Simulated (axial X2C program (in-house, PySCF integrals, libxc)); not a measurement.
## Ionising NaTi

Calculated with an in-house all-electron X2C program for linear molecules (integrals from PySCF), spin-free (one-electron X2C) or two-component (2c: spin–orbit coupling with atomic mean-field Coulomb and Gaunt terms, which also bring small scalar terms), in Dyall basis sets with cores contracted in-house; open shells are unrestricted.

Basis sets: Na dyall-cv3z, Ti dyall-cv3z.

```json
{"Hamiltonian": "spin-free", "level": "PBE", "NaTi state": "M_S = 3/2, Λ = 2", "Re (Å)": "2.992", "ωe (cm⁻¹)": "162.2", "De (eV)": "n/a"}
{"Hamiltonian": "spin-free", "level": "PBE0", "NaTi state": "M_S = 3/2, Λ = 2", "Re (Å)": "3.036", "ωe (cm⁻¹)": "152.1", "De (eV)": "0.59"}
{"Hamiltonian": "2c", "level": "PBE", "NaTi state": "Ω = 1/2", "Re (Å)": "2.992", "ωe (cm⁻¹)": "162.1", "De (eV)": "n/a"}
{"Hamiltonian": "2c", "level": "PBE0", "NaTi state": "Ω = 1/2", "Re (Å)": "3.036", "ωe (cm⁻¹)": "152.0", "De (eV)": "n/a"}
```

Adiabatic ionisation energy (minimum to minimum, no zero-point term) and constants of NaTi⁺:

```tsv
Hamiltonian	level	NaTi⁺ state	IE (eV)	Re (Å)	ωe (cm⁻¹)	De (eV)	fragments
spin-free	PBE	M_S = 1, Λ = 0	5.34	3.247	141.8	n/a	Ti + Na+
spin-free	PBE0	M_S = 1, Λ = 0	5.05	3.292	138.9	0.84	Ti + Na+
2c	PBE	Ω = 1	5.35	3.247	141.9	n/a	Ti + Na+
2c	PBE0	Ω = 1	5.06	3.293	139.0	n/a	Ti + Na+
```

Add the zero-point terms to the ionisation energy at PBE0, 2c, and say whether the electron removed was bonding.

IE0 = IE + (ωe⁺ − ωe)/2 = 5.06 + (-0.001) = 5.06 eV. Re changes by 0.257 Å, but the two determinants differ by more than one electron in one block, so no single orbital tells the change.

Each entry is the lowest single determinant of a limited PBE0 search at one distance. De goes to single-determinant-based atoms at the same level (for ions the charge split of lowest energy) and is withheld (n/a) where an atom does not fit its ground term or J level. Main or longest-lived isotopes. One determinant is a doubtful description, or other states lie close, for NaTi, NaTi⁺; these need not be ground states, and all values refer to the states named. Some open-shell Ω = 0 determinants are out of reach, so the Ω given for NaTi⁺ need not be the lowest component. With several unpaired electrons the Ω given is that of one determinant, not necessarily of the lowest component. The functionals have no current term, which raises determinants with orbital currents. Where the atoms have a lower orbital projection than the molecule, De at mean-field level may be about a tenth of an eV too small.
